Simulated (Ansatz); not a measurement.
Consider the ligand exchange at the In–O bond: `C[O][In]([SH])[SH]` + H–F → `[F][In]([SH])[SH]` + CH₃OH.

Program: Ansatz. Geometries: PBE0-D4/def2-TZVP. ΔE: electronic, gas phase. CCSD(T)/CBS is the MP2 limit (def2-TZVPP, def2-QZVPP) plus CCSD(T) − MP2 in def2-TZVPP, frozen cores. This one scheme is used for every species. Functionals use def2-TZVPP. B3LYP here is the variant with VWN-RPA as its local correlation; programs differ in this. HSE06 is defined as in plane-wave codes. def2 core potentials past Kr. For In outer-core shells are correlated without core-valence functions, which leaves a few kJ/mol of doubt a bond. Each species was taken in one conformer, which may not be the lowest.

| level | ΔE (kcal/mol) |
| --- | --- |
| B3LYP-D4 | -9.6 |
| r2SCAN0-D4 | -9.6 |
| HSE06-D4 | -9.1 |
| CAM-B3LYP-D4 | -10.4 |
| PBE-QIDH | -8.6 |
| revPBE | -11.3 |
| r2SCANh | -10.2 |
| HF/def2-TZVPP | -13.1 |

Q: What does CCSD(T)/CBS give? (An estimate is asked.)

A: The calculation gave: -7.3 kcal/mol. The listed levels differ from it by -2.3, -2.3, -1.8, -3.1, -1.3, -4.0, -2.9, -5.8 kcal/mol.

Largest T1 diagnostic among the species: 0.015.

The D4 term adds +2.1 kcal/mol with B3LYP and +1.2 kcal/mol with PBE0; it sums over pairs of atoms, weighted by their polarisabilities, and B3LYP, whose exchange is more repulsive, gets the larger term. At CCSD(T), def2-SVP lies −2.6 kcal/mol from the extrapolated value and def2-TZVPP +0.0 kcal/mol. In def2-TZVPP, CCSD(T) changes the Hartree–Fock value by +5.8 kcal/mol (the triples alone add +0.9 kcal/mol) and MP2 by +6.9 kcal/mol.
